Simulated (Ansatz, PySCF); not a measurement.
Process, species as SMILES: [BH2] (BH2) → [BH2] (BH2) as singlet, charge +1 + e-
Structures are relaxed separately at B3LYP-D3(BJ)/def2-TZVP in Ansatz (a program for electronic structure). A spin state is the lowest found, not a proven ground state.

Quantity: adiabatic ionisation energy (0 K, with B3LYP-D3(BJ) harmonic zero-point energies from PySCF), in eV. Valence correlation only, unless marked. UHF or UKS for open shells. No spin-orbit coupling. No relativistic terms. FCI takes restricted orbitals. CBS marks a two-point X^-3 extrapolation of the correlation energy; Hartree-Fock from the larger set (for Q and 5 zeta extrapolated as (X+1)exp(-9√X)).

```tsv
level	program	adiabatic ionisation energy (eV)
PBE-D4/def2-TZVPD	Ansatz + dftd4	…
r2SCAN-D4/def2-TZVPD	Ansatz + dftd4	8.55
PW6B95-D4/def2-TZVPD	PySCF + dftd4	…
CAM-B3LYP-D4/def2-TZVPD	Ansatz + dftd4	…
B2PLYP/def2-TZVPD	Ansatz	8.23
SCS-MP2/def2-QZVPP	Ansatz	8.06
CCSD/cc-pVDZ	Ansatz	8.08
FCI/cc-pVDZ	Ansatz	…
CCSD(T)/CBS(cc-pVQZ,cc-pV5Z)	Ansatz	8.23
```

Q: Some entries are withheld; supply them.

A: 
- PBE-D4/def2-TZVPD, adiabatic ionisation energy (eV): 8.46
- PW6B95-D4/def2-TZVPD, adiabatic ionisation energy (eV): 8.33
- CAM-B3LYP-D4/def2-TZVPD, adiabatic ionisation energy (eV): 8.42
- FCI/cc-pVDZ, adiabatic ionisation energy (eV): 8.10
